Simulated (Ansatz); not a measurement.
C2H2N2O2Sn (`O=C=[N][SnH2][N]=C=O`), relaxed with RKS PBE0-D4/def2-TZVP in Ansatz 0.2.0 from a PBE-D4/def2-SVP geometry. The force threshold is 0.005 eV/Å; the program also tests the step.

Charge 0, multiplicity 1. Sn takes the def2 core potential.

Start:

```xyz
9

O    -3.064   -0.800    1.074
C    -2.295   -0.382    0.278
N    -1.565    0.035   -0.605
Sn    0.292    0.792   -0.999
N     1.643   -0.324    0.052
C     1.871   -0.839    1.135
O     2.166   -1.367    2.151
H     0.594    0.471   -2.650
H     0.359    2.414   -0.436
```

(1) How much energy does the relaxation release, and in how many steps? (Estimate.)

(2) Which bonds change most? (Estimate.)

(3) Give the relaxed structure. (Estimate.)

Results:

(1) Ansatz gave: 0.12 eV, in 57 steps, 13 of them rejected.

(2) The calculation gave: N3–Sn4 from 2.044 to 2.008 Å; Sn4–N5 from 2.043 to 2.010 Å; Sn4–H9 from 1.719 to 1.695 Å; Sn4–H8 from 1.708 to 1.689 Å.

(3) Ansatz gave: 
```xyz
9

O    -2.929   -1.073    0.854
C    -2.270   -0.369    0.199
N    -1.652    0.391   -0.499
Sn    0.272    0.753   -0.949
N     1.344   -0.630    0.039
C     1.815   -0.792    1.135
O     2.298   -1.011    2.172
H     0.477    0.436   -2.596
H     0.645    2.296   -0.357
```
